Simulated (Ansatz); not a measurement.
Reaction (isomerisation): `OCCO[SiH3]` → `OCOC[SiH3]`

Calculated with Ansatz (gas phase, PBE0-D4/def2-TZVP geometries, no zero-point term in ΔE). CCSD(T)/CBS adds triple-zeta CCSD(T) − MP2 to the extrapolated MP2 energy (def2 sets, frozen cores). DFT in def2-TZVPP. Each species was taken in one conformer, which may not be the lowest.

Q: Is it downhill or uphill in electronic energy at CCSD(T)/CBS, and by how much? (Estimate.)

A: The calculation gave: Uphill: ΔE = +128.8 kJ/mol.

Q: What do these levels give: PBE-D4, PBE, r2SCAN, PBE0, HF/def2-TZVPP, MP2/def2-QZVPP? (An estimate is asked.)

A: Computed: PBE-D4 109.0, PBE 109.6, r2SCAN 121.3, PBE0 117.7, HF/def2-TZVPP 141.2, MP2/def2-QZVPP 134.7 kJ/mol.

Largest T1 diagnostic among the species: 0.012.

From PBE to PBE0 (25 % exact exchange), in def2-TZVPP and without D4, ΔE moves by +8.1 kJ/mol. In def2-TZVPP, CCSD(T) changes the Hartree–Fock value by −15.0 kJ/mol (the triples alone add −3.2 kJ/mol) and MP2 by −8.5 kJ/mol.
